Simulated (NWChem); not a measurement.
Molecule: CH5ClFNSi; SMILES CN[Si@H](F)Cl

```xyz
10

C     -0.5575     2.5985     0.0256
N     -0.6260     1.1936    -0.3429
Si     0.3137    -0.0578     0.3478
F      1.8225    -0.2048    -0.2745
Cl    -0.6352    -1.8486    -0.0708
H     -0.0679     2.7025     1.0159
H      0.0256     3.2179    -0.6935
H     -1.5704     3.0466     0.1191
H     -1.1455     0.9917    -1.2004
H      0.4892     0.1744     1.8093
```
Atoms are numbered in this order, from 1.

Geometry: optimised at PBE-D3(BJ)/def2-SVP. B3LYP is NWChem's, with the RPA form of VWN correlation.

Question: List the 4 lowest vertical singlet excitations from B3LYP/6-31+G* (spherical d), TDA (NWChem).

Answer: 
| state | energy (eV) | oscillator strength | leading excitation (squared amplitude) |
|---|---|---|---|
| S1 | 6.06 | 0.001 | HOMO → LUMO (0.95) |
| S2 | 6.35 | 0.012 | HOMO → LUMO+1 (0.96) |
| S3 | 6.93 | 0.012 | HOMO → LUMO+2 (0.71) |
| S4 | 7.03 | 0.055 | HOMO → LUMO+3 (0.65) |
